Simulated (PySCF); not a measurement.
Two-photon absorption: 2-(methylthio)pyridine, C6H7NS

Cartesian coordinates in Å; atom numbers follow the order of the lines, from 1:
```xyz
15

C     2.9650   -0.1861    0.0573
S     1.9456    1.2750    0.3085
C     0.3321    0.5920    0.1287
C    -0.7681    1.4590    0.2611
C    -2.0387    0.9252    0.1197
C    -2.1821   -0.4400   -0.1463
C    -1.0256   -1.2031   -0.2568
N     0.2032   -0.7040   -0.1234
H     4.0053    0.1528    0.1534
H     2.7964   -0.6118   -0.9403
H     2.7444   -0.9498    0.8140
H    -0.6145    2.5199    0.4691
H    -2.9167    1.5687    0.2160
H    -3.1654   -0.8981   -0.2644
H    -1.0882   -2.2774   -0.4644
```

Method: TDDFT CAM-B3LYP/aug-cc-pVDZ excited states, vertical, gas phase (PySCF). Geometry: PBE0-D3(BJ)/def2-SVP.

(1) Give the one- and two-photon strengths of the lowest singlets.

## Answers

(1) δ for parallel linear polarisation; σ at the peak of a Lorentzian of half width 0.1 eV, single beam; Ω is circular over linear.
| state | E (eV) | f | photon λ (nm) | δ (au) | σ (GM) | Ω | main |
| --- | --- | --- | --- | --- | --- | --- | --- |
| S1 | 4.78 | 0.063 | 518 | 70.3 | 0.59 | 0.80 | HOMO→LUMO 0.91 |
| S2 | 5.23 | 0.266 | 474 | 275 | 2.75 | 0.85 | HOMO→LUMO+2 0.95 |
| S3 | 5.28 | 0.002 | 469 | 0.99 | 0.01 | 1.50 | HOMO−1→LUMO 0.95 |
| S4 | 5.42 | 0.001 | 458 | 14.6 | 0.16 | 1.50 | HOMO→LUMO+3 0.51, HOMO→LUMO+10 0.16 |
| S5 | 5.58 | 0.000 | 444 | 0.35 | 0.00 | 1.50 | HOMO−1→LUMO+2 0.96 |
| S6 | 5.60 | 0.010 | 443 | 2.69 | 0.03 | 1.50 | HOMO→LUMO+1 0.69, HOMO→LUMO+5 0.10 |

Among these, the strongest one-photon state is S2, the strongest two-photon state S2, with a dipole change of 3.6 D (relaxed, norm of the difference vector).
